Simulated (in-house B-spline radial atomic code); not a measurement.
## Two electrons outside the [Ar] 3d10 4s2 4p6 core: Ta³⁵⁺

Computed with a B-spline radial code for spherical atoms: configuration interaction (CI) of the two valence electrons in the field of the frozen Dirac-Fock core, alone and with many-body perturbation theory for the core (screened one- and two-electron correlation potentials), Breit and QED terms; no-pair Dirac Hamiltonian, finite nucleus. Labels give the configuration (outer n counted up each series) and the leading LS term, or the jj pair where no LS term holds 70 %.

Command:
```bash
python run_mb.py task.json out
```
Settings (nuclear radius in fm, box in bohr, cutoff in hartree):
```
basis_form          3
Z                   73
core_configuration  [Ar] 3d10 4s2 4p6
rms_radius          5.3507
mass_number         181
speed_of_light      137.036
box_radius          2.432
lmax                6
intervals           56
virtual_cutoff      10658.0
```

Run time, properties included: 47 s on 1 thread of AMD EPYC 9R45 96-Core Processor, on a shared host.

Excitation energies (eV):

| level | purity of the LS term | CI alone | CI + MBPT + Breit + QED |
| --- | --- | --- | --- |
| 4d2 3F2 | 0.762 | 0 | 0 |
| 4d2 3P0 | 0.752 | 7.8844 | 7.8917 |
| 4d2 3F3 | 1.0 | ? | ? |
| 4d2 (3/2,5/2)2 | 0.492 (3P) | ? | ? |
| 4d2 (3/2,5/2)4 | 0.623 (1G) | 21.615 | 21.079 |
| 4d2 3P1 | 1.0 | 21.517 | 21.177 |
| 4d2 (5/2,5/2)4 | 0.624 (3F) | 36.085 | 35.494 |
| 4d2 (5/2,5/2)2 | 0.48 (3P) | 38.546 | 38.059 |
| 4d2 1S0 | 0.75 | 47.314 | 47.307 |

Task: Where does 4d2 3F3 lie?

Result: 16.339 eV in CI alone and 16.143 eV with all corrections.

Task: Where does 4d2 (3/2,5/2)2 lie?

Result: 20.207 eV in CI alone and 19.897 eV with all corrections.

Task: What is the first ionisation energy?

Result: 1491.4 eV to the 4d3/2 state of the next ion (1488.5 eV from CI alone). NIST lists 1490 ± 5 eV (tabulated theory).
